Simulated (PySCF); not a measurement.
SMILES CCCCc1ccco1, GFN2-xTB optimised geometry.

```
21

C      2.68     0.96    -3.84
C      2.35     0.41    -2.45
C      2.21     1.53    -1.42
C      1.87     0.99    -0.03
C      0.52     0.35     0.00
C      0.14    -0.96     0.00
C     -1.28    -0.96     0.00
C     -1.65     0.35     0.00
O     -0.57     1.15     0.00
H      2.78     0.15    -4.56
H      1.90     1.63    -4.18
H      3.62     1.51    -3.81
H      1.42    -0.15    -2.50
H      3.14    -0.28    -2.14
H      1.43     2.22    -1.74
H      3.15     2.08    -1.36
H      1.88     1.82     0.69
H      2.61     0.25     0.28
H      0.78    -1.82     0.00
H     -1.93    -1.81     0.00
H     -2.61     0.82     0.00
```

Density from CAM-B3LYP/def2-SVP (PySCF 2.14.0) at that geometry.

Minimum of the electron density along straight lines between bonded atoms, close to the bond critical point (lines longer than 1.1 times the sum of covalent radii, or with two minima, are not listed):

```json
[
 {"bond": "C1–C2", "length / Å": "1.524", "ρ at the minimum / e bohr⁻³": "0.246", "∇²ρ there / e bohr⁻⁵": "-0.57", "position (fraction from the first atom)": "0.50"},
 {"bond": "C2–C3", "length / Å": "1.526", "ρ at the minimum / e bohr⁻³": "0.247", "∇²ρ there / e bohr⁻⁵": "-0.58", "position (fraction from the first atom)": "0.50"},
 {"bond": "C3–C4", "length / Å": "1.535", "ρ at the minimum / e bohr⁻³": "0.241", "∇²ρ there / e bohr⁻⁵": "-0.55", "position (fraction from the first atom)": "0.50"},
 {"bond": "C4–C5", "length / Å": "1.490", "ρ at the minimum / e bohr⁻³": "0.264", "∇²ρ there / e bohr⁻⁵": "-0.65", "position (fraction from the first atom)": "0.48"},
 {"bond": "C5–C6", "length / Å": "1.364", "ρ at the minimum / e bohr⁻³": "0.327", "∇²ρ there / e bohr⁻⁵": "-0.84", "position (fraction from the first atom)": "0.52"},
 {"bond": "C6–C7", "length / Å": "1.417", "ρ at the minimum / e bohr⁻³": "0.292", "∇²ρ there / e bohr⁻⁵": "?", "position (fraction from the first atom)": "0.50"},
 {"bond": "C7–C8", "length / Å": "1.358", "ρ at the minimum / e bohr⁻³": "0.330", "∇²ρ there / e bohr⁻⁵": "-0.85", "position (fraction from the first atom)": "0.48"},
 {"bond": "C5–O9", "length / Å": "1.351", "ρ at the minimum / e bohr⁻³": "0.285", "∇²ρ there / e bohr⁻⁵": "0.04", "position (fraction from the first atom)": "0.33"},
 {"bond": "C8–O9", "length / Å": "1.345", "ρ at the minimum / e bohr⁻³": "0.288", "∇²ρ there / e bohr⁻⁵": "?", "position (fraction from the first atom)": "0.33"},
 {"bond": "C1–H10", "length / Å": "1.087", "ρ at the minimum / e bohr⁻³": "0.277", "∇²ρ there / e bohr⁻⁵": "-1.02", "position (fraction from the first atom)": "0.63"},
 {"bond": "C1–H11", "length / Å": "1.088", "ρ at the minimum / e bohr⁻³": "0.277", "∇²ρ there / e bohr⁻⁵": "-1.02", "position (fraction from the first atom)": "0.63"},
 {"bond": "C1–H12", "length / Å": "1.088", "ρ at the minimum / e bohr⁻³": "0.276", "∇²ρ there / e bohr⁻⁵": "-1.02", "position (fraction from the first atom)": "0.63"},
 {"bond": "C2–H13", "length / Å": "1.092", "ρ at the minimum / e bohr⁻³": "0.278", "∇²ρ there / e bohr⁻⁵": "-1.03", "position (fraction from the first atom)": "0.63"},
 {"bond": "C2–H14", "length / Å": "1.093", "ρ at the minimum / e bohr⁻³": "0.276", "∇²ρ there / e bohr⁻⁵": "-1.00", "position (fraction from the first atom)": "0.62"},
 {"bond": "C3–H15", "length / Å": "1.092", "ρ at the minimum / e bohr⁻³": "0.277", "∇²ρ there / e bohr⁻⁵": "-1.02", "position (fraction from the first atom)": "0.63"},
 {"bond": "C3–H16", "length / Å": "1.092", "ρ at the minimum / e bohr⁻³": "0.276", "∇²ρ there / e bohr⁻⁵": "-1.01", "position (fraction from the first atom)": "0.62"},
 {"bond": "C4–H17", "length / Å": "1.092", "ρ at the minimum / e bohr⁻³": "0.276", "∇²ρ there / e bohr⁻⁵": "-1.02", "position (fraction from the first atom)": "0.63"},
 {"bond": "C4–H18", "length / Å": "1.091", "ρ at the minimum / e bohr⁻³": "0.277", "∇²ρ there / e bohr⁻⁵": "-1.02", "position (fraction from the first atom)": "0.63"},
 {"bond": "C6–H19", "length / Å": "1.071", "ρ at the minimum / e bohr⁻³": "0.285", "∇²ρ there / e bohr⁻⁵": "-1.11", "position (fraction from the first atom)": "0.64"},
 {"bond": "C7–H20", "length / Å": "1.071", "ρ at the minimum / e bohr⁻³": "0.285", "∇²ρ there / e bohr⁻⁵": "-1.12", "position (fraction from the first atom)": "0.64"},
 {"bond": "C8–H21", "length / Å": "1.072", "ρ at the minimum / e bohr⁻³": "0.291", "∇²ρ there / e bohr⁻⁵": "-1.18", "position (fraction from the first atom)": "0.65"}
]
```

Q: Complete the blanks.

A: 
- C6–C7, ∇²ρ there / e bohr⁻⁵: -0.71
- C8–O9, ∇²ρ there / e bohr⁻⁵: 0.06
